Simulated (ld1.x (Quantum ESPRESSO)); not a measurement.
# Which change was made? (Tl, TM)

```json
{"Element": "thallium", "Generator": "ld1.x (Quantum ESPRESSO) 7.5", "Type": "norm-conserving Troullier–Martins (Kleinman–Bylander form)", "Functional": "PBE", "Relativity": "fully relativistic", "Frozen core": "[Xe] 4f14", "Valence charge": "13", "Reference configuration": "5d10 6s2 6p0 (charge +1)", "Partial waves": "6p (bound, empty): rc 2.45 bohr; 5d (bound): rc 1.90 bohr; 6s (bound): rc 1.50 bohr", "Local potential": "the s channel", "Core correction": "none"}
```

Open shells are filled in proportion to 2j + 1 (rel_dist='average').

Cutoffs, loose and tight: the cutoffs (Ry, on a coarse ladder) from which the occupation-weighted sum of valence levels, in a spherical-Bessel basis at the reference potential, stays within 10 and 1 mRy of its value at 400 Ry. They do not see the model core or the augmentation charge, which bear on the density cutoff. Test errors are all-electron minus pseudo excitation energies from the reference, over the configurations 5d10 6s2 6p1; 5d10 6s1 6p0; 5d10 6s0 6p0; 5d9 6s0 6p0; 5d10 6s1 6p1; 5d10 6s1 6p2; 5d10 6s0 6p3; variants that change the core or the reference have their own tests. The largest error is taken over the tests solved by every variant that gives reliable tests at all, those not shown here included: 5d10 6s0 6p0; 5d10 6s1 6p0; 5d10 6s1 6p2; 5d10 6s2 6p1; 5d9 6s0 6p0.

The base gives: outcome: generated; cutoff, loose: 80 Ry; cutoff, tight: 160 Ry; bound ghosts: none; largest test error (meV): +145.

After one change the result is: outcome: generated; cutoff, loose: 80 Ry; cutoff, tight: 160 Ry; bound ghosts: none; largest test error (meV): -140. Which change was it?
A. type ultrasoft; waves now 6s (bound): rcut 1.30, rcutus 1.50 bohr; 6s channel at 2.35 Ry: rcut 1.30, rcutus 1.50 bohr; 6p (bound): rcut 2.15, rcutus 2.45 bohr; 6p channel at 0.5 Ry: rcut 2.15, rcutus 2.45 bohr; 5d (bound): rcut 1.65, rcutus 1.90 bohr; 5d channel at -0.6 Ry: rcut 1.65, rcutus 1.90 bohr; local potential all-electron potential smoothed inside 1.75 bohr (lloc = -1); augmentation PSQ, radius 1.45 bohr
B. core correction a·sin(br)/r model core inside 1.78 bohr
C. reference 5d10 6s2 6p1
D. local potential the d channel

B. The others give: type ultrasoft; waves now 6s (bound): rcut 1.30, rcutus 1.50 bohr; 6s channel at 2.35 Ry: rcut 1.30, rcutus 1.50 bohr; 6p (bound): rcut 2.15, rcutus 2.45 bohr; 6p channel at 0.5 Ry: rcut 2.15, rcutus 2.45 bohr; 5d (bound): rcut 1.65, rcutus 1.90 bohr; 5d channel at -0.6 Ry: rcut 1.65, rcutus 1.90 bohr; local potential all-electron potential smoothed inside 1.75 bohr (lloc = -1); augmentation PSQ, radius 1.45 bohr → outcome: failed: chargeps: negative rho | local potential the d channel → outcome: generated, misses its reference levels by 1.35 eV; cutoff, loose: 80 Ry; cutoff, tight: 160 Ry; bound ghosts: s, p3/2, p1/2; largest test error (meV): +146 | reference 5d10 6s2 6p1 → outcome: generated; cutoff, loose: 80 Ry; cutoff, tight: 160 Ry; bound ghosts: none; largest test error (meV): +204.
